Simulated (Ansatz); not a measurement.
Ansatz (a quantum-chemistry and plane-wave program) input (B3LYP-D3(BJ)/def2-TZVP):

Ansatz 0.2 input:
```yaml
crystal:
  periodic: [false, false, false]
  atoms:
    - {symbol: N, position_ang: [0.74910490, -0.02470420, -0.00036373]}
    - {symbol: P, position_ang: [-0.70014912, 0.02494560, -0.01344210]}
basis:
  gaussian:
    orbitals: def2-TZVP
hamiltonian:
  xc: b3lyp
  dispersion: d3bj
total_charge: 1
magnetization: {spin_polarized: true, initial_magnetization: 1}
relax: {f_tol: 0.002, max_steps: 150}
```

Output:

```
Functional definition: B3LYP
integrals: 0.01 GiB planned
437 factors; their error is unknown
mean field: 0.17 GiB planned
mean field evaluation 1: about -10734.3493 eV, gradient 8.5e1 eV
mean field evaluation 2: about -10593.2527 eV, gradient 1.4e2 eV
mean field evaluation 4: about -10766.2882 eV, gradient 1.2e1 eV
mean field evaluation 8: about -10766.9956 eV, gradient 2.3e-1 eV
mean field evaluation 16: about -10767.0107 eV, gradient 5.5e-4 eV
mean field -10767.01073008 eV, -395.6803461883 hartree, gradient 5.3e-6 eV, S^2 0.774577; 1 other end points of the search recorded, 0 dependent functions left out
the calculation of the forces begins
reference -10767.01089436 eV, -395.6803522255 hartree; 11, 10 occupied and 57, 58 virtual orbitals, 437 factors
relax step   1: F+E_penalty+E_count = -10767.05413275 eV  Δ(F+E_penalty+E_count) = +0.000e0 eV  max|allowed force component| = 1.767e0 eV/Å  Δτ_max = 0.0000 Å  (68 SCF iters, accepted)
these checks for a lower state are left out or cut short: starts, cluster_reference, orbital_swaps, neighbouring_geometries, increment
integrals: 0.01 GiB planned
437 factors; their error is unknown
mean field: 0.17 GiB planned
mean field evaluation 32: about -10767.0155 eV, gradient 2.7e-3 eV
mean field -10767.02736695 eV, -395.6809575822 hartree, gradient 7.4e-6 eV, S^2 0.776760; 0 other end points of the search recorded, 0 dependent functions left out
the calculation of the forces begins
reference -10767.02753188 eV, -395.6809636431 hartree; 11, 10 occupied and 57, 58 virtual orbitals, 437 factors
relax step   2: F+E_penalty+E_count = -10767.07076412 eV  Δ(F+E_penalty+E_count) = -1.663e-2 eV  max|allowed force component| = 8.022e-1 eV/Å  Δτ_max = 0.0065 Å  (51 SCF iters, accepted)
these checks for a lower state are left out or cut short: starts, cluster_reference, orbital_swaps, neighbouring_geometries, increment
integrals: 0.01 GiB planned
437 factors; their error is unknown
mean field: 0.17 GiB planned
mean field -10767.03198030 eV, -395.6811271197 hartree, gradient 7.5e-6 eV, S^2 0.778856; 0 other end points of the search recorded, 0 dependent functions left out
the calculation of the forces begins
reference -10767.03214576 eV, -395.6811332003 hartree; 11, 10 occupied and 57, 58 virtual orbitals, 437 factors
relax step   3: F+E_penalty+E_count = -10767.07537258 eV  Δ(F+E_penalty+E_count) = -4.608e-3 eV  max|allowed force component| = 4.139e-2 eV/Å  Δτ_max = 0.0055 Å  (52 SCF iters, accepted)
these checks for a lower state are left out or cut short: starts, cluster_reference, orbital_swaps, neighbouring_geometries, increment
integrals: 0.01 GiB planned
437 factors; their error is unknown
mean field: 0.17 GiB planned
mean field -10767.03199346 eV, -395.6811276031 hartree, gradient 1.2e-5 eV, S^2 0.778982; 0 other end points of the search recorded, 0 dependent functions left out
the calculation of the forces begins
reference -10767.03215895 eV, -395.6811336848 hartree; 11, 10 occupied and 57, 58 virtual orbitals, 437 factors
relax step   4: F+E_penalty+E_count = -10767.07538545 eV  Δ(F+E_penalty+E_count) = -1.287e-5 eV  max|allowed force component| = 8.452e-5 eV/Å  Δτ_max = 0.0003 Å  (43 SCF iters, accepted)
integrals: 0.01 GiB planned
437 factors; their error is unknown
mean field: 0.17 GiB planned
mean field evaluation 64: about -10734.1643 eV, gradient 8.5e1 eV
mean field -10767.03199346 eV, -395.6811276031 hartree, gradient 1.2e-5 eV, S^2 0.778982; 2 other end points of the search recorded, 0 dependent functions left out
the calculation of the forces begins
reference -10767.03215895 eV, -395.6811336848 hartree; 11, 10 occupied and 57, 58 virtual orbitals, 437 factors
Total energy: -10767.07555094 eV, -395.6827283111 hartree
Atom 0 at     0.761426    -0.025126    -0.000253 Å, force    -0.000085     0.000003    -0.000001 eV/Å
Atom 1 at    -0.712470     0.025368    -0.013553 Å, force     0.000085    -0.000003     0.000001 eV/Å
Dipole moment:    -0.428129     0.014667    -0.003864 e Å
```
